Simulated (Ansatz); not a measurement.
The cluster MoSe2 (the lowest singlet isomer of a short search), 3 atoms. Hardware: 4 threads of Arm Neoverse V1 on a shared host.

In the def2 sets Mo takes a core potential; there is no spin–orbit coupling. Correlated methods freeze 18 core orbitals; core or outer-core shells of Mo, Se are correlated, in sets that lack core-valence functions.

(1) How many basis functions does each of these Ansatz runs have, and roughly what does it cost? revPBE-D4/def2-TZVP, charge 0 triplet, energy, from earlier orbitals; PBE-D4/def2-TZVPD, charge 0 singlet, energy, from earlier orbitals; HF/def2-TZVP, charge 0 singlet, energy, from earlier orbitals; r2SCAN-D4/def2-TZVP, charge 1 doublet at the geometry of the charge 0 singlet, energy, from earlier orbitals; PBE0-D4/def2-SVP, charge 0 quintet, energy with a search over starts; PBE-D4/def2-TZVP, charge 1 doublet at the geometry of the charge 0 singlet, energy, from earlier orbitals; PBE with 5 % exact exchange/def2-TZVP, charge 0 triplet, energy, from earlier orbitals; B3LYP-D4/def2-TZVP, charge 0 quintet, relaxation, 5 steps; PBE0-D4/def2-TZVP, charge 0 triplet, energy, from earlier orbitals; revPBE-D4/def2-TZVP, charge 0 quintet, energy, from earlier orbitals; B3LYP-D4/def2-TZVP, charge 0 triplet, relaxation, 3 steps; B2PLYP/def2-TZVP, charge 0 singlet, energy, from earlier orbitals.

## Answers

(1) Other jobs shared the machine, so times can vary by a factor of up to 3. A dash marks memory too small to be measured apart from the calling script's.

```
                                                                                                         run  functions  fitting or Cholesky vectors  wall time  peak host memory (GiB)
                                          PBE-D4/def2-TZVPD, charge 0 singlet, energy, from earlier orbitals        154                         1154      2.5 s                       –
                                        revPBE-D4/def2-TZVP, charge 0 triplet, energy, from earlier orbitals        136                         1082      2.7 s                       –
                                        revPBE-D4/def2-TZVP, charge 0 quintet, energy, from earlier orbitals        136                         1082      2.7 s                       –
   PBE-D4/def2-TZVP, charge 1 doublet at the geometry of the charge 0 singlet, energy, from earlier orbitals        136                         1082        3 s                       –
                                               HF/def2-TZVP, charge 0 singlet, energy, from earlier orbitals        136                         1438      3.5 s                       –
                      PBE with 5 % exact exchange/def2-TZVP, charge 0 triplet, energy, from earlier orbitals        136                         1001      4.1 s                       –
                                           B2PLYP/def2-TZVP, charge 0 singlet, energy, from earlier orbitals        136                         1003      4.3 s                       –
                                          PBE0-D4/def2-TZVP, charge 0 triplet, energy, from earlier orbitals        136                         1001      5.5 s                       –
                                        PBE0-D4/def2-SVP, charge 0 quintet, energy with a search over starts         95                          941      6.5 s                       –
r2SCAN-D4/def2-TZVP, charge 1 doublet at the geometry of the charge 0 singlet, energy, from earlier orbitals        136                         1082      8.5 s                       –
                                                   B3LYP-D4/def2-TZVP, charge 0 triplet, relaxation, 3 steps        136                         1069       11 s                       –
                                                   B3LYP-D4/def2-TZVP, charge 0 quintet, relaxation, 5 steps        136                         1069       16 s                       –
```
